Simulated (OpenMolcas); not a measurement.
Ti3+: moving or changing the point charges

Ti3+ among 6 point charges of -2 e arranged as a trigonal antiprism (D3d), 1.77 Å from the ion.
```
   0.0000    1.4452    1.0219  -2.00
  -1.2516   -0.7226    1.0219  -2.00
   1.2516   -0.7226    1.0219  -2.00
   0.0000   -1.4452   -1.0219  -2.00
   1.2516    0.7226   -1.0219  -2.00
  -1.2516    0.7226   -1.0219  -2.00
```

```
Program             : OpenMolcas
Method              : SS-CASPT2, IPEA 0.25 Eh, imaginary shift 0.1 Eh (closed shells correlated: 3s 3p)
Basis               : ANO-RCC-VDZP [5s4p2d1f]
Scalar Hamiltonian  : DKH2, point nucleus
Active space        : 1 electron in 5 orbitals (3d)
State averaging     : 2S+1 = 2 even, 5 roots
Spin-orbit coupling : RASSI with atomic mean-field integrals over the reference wave functions
```

Runs around this geometry, states (labels of D3, the rotations of D3d). Energies in cm-1 above the lowest state or level, χT in cm3 K/mol; under a threefold ground state the first gap can be a small split of the lowest multiplet, not the spin-orbit step.

```csv
R (Å),q (e),Ground state,First state of that spin,First gap with spin-orbit (degeneracies),χT at 300 K
1.77,-1.3,2S+1 = 2,2E 9050,"220 (4, 2)",0.465
1.77,-2,2S+1 = 2,2E 14820,"200 (4, 2)",0.476
1.92,-2,2S+1 = 2,2E 9770,"210 (4, 2)",0.466
```

Taking the first state of the same spin as R^-n, n = -ln(9770 / 14820) / ln(1.92 / 1.77) = 5.1 between the shortest and longest distance.

Scaling the charges by -1.3 / -2 = 0.65 scales the first state of the same spin by 9050 / 14820 = 0.61; with fixed orbitals a first-order splitting would follow the charge.

Roots that are degenerate in the reference are averaged as groups; the widest CASPT2 spread within a group is 23 cm-1 (the 2-fold group of multiplicity 2 near 14800 cm-1 above the lowest state of its run, R = 1.77, q = -2). Shifts and gaps below about the spread of the groups concerned are not significant. Free-ion shares, where given, are those of the reference states; single-state CASPT2 does not remix them. This is an electrostatic model: the charges have no orbitals. A group larger than the point group allows holds several states that coincide in this model. No measured value stands beside these numbers.

A state without a sure symmetry label is named by its multiplicity alone.
